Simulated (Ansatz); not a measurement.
The cluster K₃H₃. The state is a singlet with charge 0. Geometry PBE-D4/def2-TZVP; atoms count from 1.

Cartesian coordinates in Å:
```
K -1.1310 0.0891 -0.7570
K 2.1743 -1.5530 0.4825
K -0.0697 -3.7785 -2.6696
H -0.5717 2.1737 1.1016
H -1.1554 2.6640 1.0248
H 0.7534 0.4046 0.8177
```

The restricted singlet is unstable towards broken spin symmetry at other levels; at PBE0-D4/def2-TZVP this wasn't settled. In the singlet, H4 and H5 lie 0.77 Å apart (atoms count from 1), so H2 has formed as a molecule. The geometry of the singlet was relaxed on an unsound state (restricted singlet, unstable towards broken spin symmetry at other levels and untested here). Another isomer (singlet) lies 0.30 eV lower at PBE0-D4/def2-TZVP; other spin states weren't run for this one.

Q: Estimate the Mulliken populations from the PBE0/def2-TZVP orbitals of Ansatz.

A: 
```
atom  charge (e)
  K1        0.33
  K2        0.35
  K3       -0.18
  H4        0.05
  H5       -0.05
  H6       -0.50
```
Mulliken values and Mayer orders depend strongly on the basis.

Q: And the Mayer bond orders between bonded heavy atoms (over 0.3)?

A: K1–K3 0.47 (4.44 Å); K2–K3 0.46 (4.46 Å).
